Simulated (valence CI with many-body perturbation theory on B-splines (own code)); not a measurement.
# Energy levels of Gd XLIV

Computed by configuration interaction combined with many-body perturbation theory (CI+MBPT): three valence electrons over a frozen Dirac-Fock core [Ar], radial functions for each j: 9 s, 9 p, 10 d, 8 f, 5 g, 3 h, 1 i, with the one-electron correlation potential Σ1, the two-electron term Σ2, the three-electron term Σ3, Breit, model QED; selected CI, second order for the rest (own B-spline code, finite nucleus).

The last digits are not significant, and no measured levels were compared; by estimate large intervals hold to a few tenths of a per cent, small ones and those within an open d or f shell to about a per cent. Only levels of the ground parity were solved; by the run's estimate the other parity begins above the list, which can be wrong where configurations are misplaced.

Levels 1 to 19 of 19, with energies above the lowest level, (3d3/2^3) J=3/2. "Leading %" is the weight of the configuration and term that name the level; weights of strongly mixed levels are sums over their largest components and can fall short. In the jj column 3d3/2^4 stands for four electrons in 3d with j = 3/2. Lifetimes count E1, E2, E3, M1 and M2 decay at the calculated energies, and are blank where another channel may lead or the interval is too uncertain; long ones can be off by a factor of two.

```tsv
No.	Configuration	Term	J	E (eV)	Leading %	Second component	Lifetime	g	Leading jj
1	3d3	4F	3/2	0.00	51	36 % 3d3 2D		0.676	3d3/2^3 (96 %)
2	3d3	4F	5/2	30.07	85	14 % 3d3 2D	2.70 μs	1.048	3d3/2^2 3d5/2 (98 %)
3	3d3	4P	3/2	35.79	39	30 % 3d3 2P	3.16 μs	1.201	3d3/2^2 3d5/2 (97 %)
4	3d3	2G	7/2	38.03	46	40 % 3d3 4F	239 μs	1.057	3d3/2^2 3d5/2 (93 %)
5	3d3	2G	9/2	38.79	43	42 % 3d3 2H	535 ms	1.053	3d3/2^2 3d5/2 (98 %)
6	3d3	4P	1/2	39.99	60	40 % 3d3 2P	8.45 μs	1.854	3d3/2^2 3d5/2 (100 %)
7	3d3	4P	5/2	57.31	48	33 % 3d3 2D	13.5 μs	1.318	3d3/2^2 3d5/2 (87 %)
8	3d3	4F	7/2	67.90	58	39 % 3d3 2G	1.36 μs	1.090	3d3/2 3d5/2^2 (96 %)
9	3d3	4F	9/2	71.25	53	43 % 3d3 2H	2.35 μs	1.133	3d3/2 3d5/2^2 (95 %)
10	3d3	4P	3/2	75.54	41	39 % 3d3 2D	1.05 μs	1.127	3d3/2 3d5/2^2 (99 %)
11	3d3	2P	1/2	77.88	60	40 % 3d3 4P	1.70 μs	1.467	3d3/2 3d5/2^2 (100 %)
12	3d3	2H	11/2	79.51	100		5.53 μs	1.083	3d3/2 3d5/2^2 (100 %)
13	3d3	2D	5/2	80.59	53	23 % 3d3 4P	2.25 μs	1.219	3d3/2 3d5/2^2 (86 %)
14	3d3	2F	5/2	85.84	43	38 % 3d3 2D	3.24 μs	1.108	3d3/2 3d5/2^2 (96 %)
15	3d3	2F	7/2	87.48	84	15 % 3d3 2G	4.01 μs	1.098	3d3/2 3d5/2^2 (97 %)
16	3d3	2D	3/2	101.64	63	29 % 3d3 2P	1.70 μs	0.979	3d3/2 3d5/2^2 (83 %)
17	3d3	2G	9/2	108.60	53	32 % 3d3 4F	1.09 μs	1.143	3d5/2^3 (97 %)
18	3d3	2D	3/2	121.39	60	29 % 3d3 2P	1.04 μs	1.041	3d5/2^3 (84 %)
19	3d3	2D	5/2	129.32	63	23 % 3d3 2F	752 ns	1.153	3d5/2^3 (93 %)
```

The ionisation energy to 3d2 3F_2 of the next ion comes out as 3425 eV (NIST: 3424 ± 4 eV (theoretical)). All 19 levels together are meant to be complete up to 134.50 eV.
